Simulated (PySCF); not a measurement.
**Finite-field polarisability of He (helium, neutral)**

1s2, closed-shell 1S. Computed with PySCF 2.14 in dyall-acv3z, with scalar relativity by spin-free X2C-1e. Frozen: nothing. Energy changes in a uniform field (μhartree):

| axis | F (au) | HF | MP2 | CCSD | CCSD(T) |
| --- | --- | --- | --- | --- | --- |
| x | 0.012 | -94.125 | -96.843 | -98.616 | -98.616 |
| x | 0.024 | -376.659 | -387.548 | -394.657 | -394.657 |

Question: Derive α along x at CCSD(T) from the two fields.

Answer: With ΔE = −αF²/2 − γF⁴/24, α = −(16 ΔE(F) − ΔE(2F))/(6F²) = 1.369 bohr³.

Question: And the mean polarisability at each level?

Answer: HF 1.307, MP2 1.345, CCSD 1.369, CCSD(T) 1.369 bohr³. Reference: 1.384 bohr³ (recommended; Schwerdtfeger and Nagle, table of static dipole polarizabilities (2023 update)).
